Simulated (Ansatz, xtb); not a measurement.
Species: ZnCl2, charge 0, multiplicity 3. The spin state was set by rule; other spins were not relaxed. 
Geometry from a B3LYP-D3(BJ)/def2-TZVP (Ansatz, a quantum-chemistry and plane-wave program) optimisation:
```xyz
3

Zn    -0.4451    -0.6801    -0.6465
Cl     1.3723     0.8309    -0.3467
Cl    -0.5869     0.3693     1.4876
```
Charge 0, spin multiplicity 3.

Harmonic wavenumbers from GFN2-xTB (xtb, at its own minimum), cm⁻¹: 163, 174, 255.

Question: Give the harmonic wavenumbers at B3LYP-D3(BJ)/def2-TZVP (Ansatz, finite differences of forces, unscaled).

Answer: 173, 175, 286 cm⁻¹. Zero-point energy 0.9 kcal/mol.

Question: From these and the geometry, give the ideal-gas thermochemistry at 298.15 K and 1 atm (rigid rotor, harmonic oscillator).

Answer: Point group C2v, rotational symmetry number 2. Rotational constants 3.888, 3.844, 1.933 GHz. S(trans) 40.64, S(rot) 25.43, S(vib) 6.28, S(elec, spin only) 2.18, S 74.5 cal/(mol K). H(298) - H(0) 3.40 kcal/mol; G - E(el) -17.9 kcal/mol.
